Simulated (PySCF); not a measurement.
# Working out the excitation energy of Ga

Ga [Ar] 3d10 4s2 4p1 (2P) → Ga [Ar] 3d10 4s1 4p1 5s1 (4P). Computed with PySCF 2.14 in aug-cc-pVTZ-DK (7s6p4d2f, 59 functions), with the spin-free X2C one-electron Hamiltonian (Gaussian nucleus). Frozen: [Ar] 3d10. Energies in hartree (1 hartree = 27.21139 eV):

```csv
part,Ga (lower),Ga (upper)
UHF,-1942.174419,-1941.907349
CCSD correlation,-0.046267,-0.009316
(T),-0.000872,-0.000088
```

Task: What does Hartree-Fock give?

Result: (-1941.907349) − (-1942.174419) = 0.267070 hartree = 7.267 eV.

Task: What do CCSD and CCSD(T) give?

Result: The CCSD correlation energies differ by 0.036951 hartree = 1.005 eV and the triples by 0.000784 hartree = 0.021 eV, so CCSD gives 8.272 eV and CCSD(T) 8.293 eV.

The upper state lies above the first ionisation limit, but in LS coupling its spin forbids autoionisation to the ground ion. A Rydberg-like electron needs more diffuse functions than a valence basis has.
